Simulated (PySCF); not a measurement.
**`InChI=1S/C5H7NO/c1-5(2)3-6-4(5)7/h3H,1-2H3`**

Geometry (Å), atoms numbered from 1 in this order:
```xyz
14

C     1.391   -0.515   -0.102
C    -0.018    0.041    0.052
C    -1.008   -0.621   -0.897
C    -0.502    0.233    1.471
N    -0.570    1.518    1.493
C    -0.112    1.590    0.122
O     0.092    2.502   -0.606
H     1.398   -1.587    0.086
H     2.074   -0.033    0.596
H     1.747   -0.334   -1.113
H    -2.008   -0.213   -0.757
H    -0.704   -0.445   -1.926
H    -1.039   -1.694   -0.718
H    -0.742   -0.442    2.275
```

Method: GIAO HF/6-31G* magnetisability, rotational g tensor and spin-rotation constants, non-relativistic, gas phase in PySCF. Geometry: GFN2-xTB.

How diamagnetic is it, and how anisotropic?

Isotropic -878 × 10⁻³⁰ J/T², or -52.9 × 10⁻⁶ cm³/mol; principal values -1074, -884, -677 × 10⁻³⁰ J/T², anisotropy 344 × 10⁻³⁰ J/T² (root of half the summed squared differences of the principal values). The susceptibility is in cgs units.

Split it along the inertial axes a, b, c into diamagnetic and paramagnetic parts about the centre of mass, with the quadrupole moment.


| axis | χ (10⁻⁶ cm³/mol) | diamagnetic (10⁻⁶ cm³/mol) | paramagnetic (10⁻⁶ cm³/mol) | summed x² of all electrons (Å²) | quadrupole Θ (D Å) |
| --- | --- | --- | --- | --- | --- |
| a | -49.7 | -417.6 | 367.9 | 86.9 | -6.21 |
| b | -44.4 | -552.9 | 508.5 | 55.0 | +1.07 |
| c | -64.7 | -601.7 | 537.1 | 43.5 | +5.13 |

Anisotropies 2χaa − χbb − χcc = +9.7 and 2χbb − χaa − χcc = +25.6 × 10⁻⁶ cm³/mol. Θ is traceless in Buckingham's convention.

And the rotational g tensor?


| axis | rotational constant (GHz) | g | nuclear part | electronic part |
| --- | --- | --- | --- | --- |
| a | 3.7064 | -0.0412 | 0.5995 | -0.6407 |
| b | 2.6449 | -0.0413 | 0.5906 | -0.6319 |
| c | 2.3121 | -0.0166 | 0.5668 | -0.5834 |

Asymmetric top; isotopes 12C, 1H, 14N, 16O; no vibrational averaging.
